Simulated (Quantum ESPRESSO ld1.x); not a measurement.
The numbers below are computed, except where a source is named.
Is Cl- bound? Neutral atom [Ne] 3s2 3p5, anion [Ar]. Scalar-relativistic spherical Kohn-Sham, ld1.x of Quantum ESPRESSO 7.5; with spin, open shells are filled with parallel spins first. "No" means that the self-consistent cycle ended without a solution in which all occupied levels of the anion are bound.

method	e(HOMO) neutral (eV)	anion bound	e(HOMO) anion (eV)	EA, Delta-SCF (eV)	<r> HOMO anion (bohr)
LDA (Slater exchange, Perdew-Zunger correlation), spin-polarised	3p down -8.303	no	-	-	-
LDA (Slater exchange, Perdew-Zunger correlation) + SIC, spin-polarised	3p down -13.091	yes	3p up -4.090	3.990	2.04
LDA (Slater exchange, Perdew-Wang correlation) + SIC, spin-polarised	3p down -13.067	yes	3p up -4.088	3.981	2.04
LDA (Slater exchange, Perdew-Zunger correlation) + Latter tail, spin-polarised	3p down -9.601	yes	3p up -1.291	-	2.18
PBE, spin-unpolarised	3p -8.595	no	-	-	-
Slater X-alpha with alpha = 1, spin-unpolarised	3p -11.523	yes	3p -1.610	6.402	1.88

A bound anion was found by 4 of 6 methods. Tabulated electron affinity: 3.613 eV (CRC Handbook (2014) and Andersen, Phys. Rep. 394, 157 (2004), with later updates, as tabulated in mendeleev). With the Latter tail the total energy is not variational, so no affinity is given for it.

Beside tabulated values, note that spin-unpolarised runs miss the spin-polarisation part of the exchange energy of open shells.
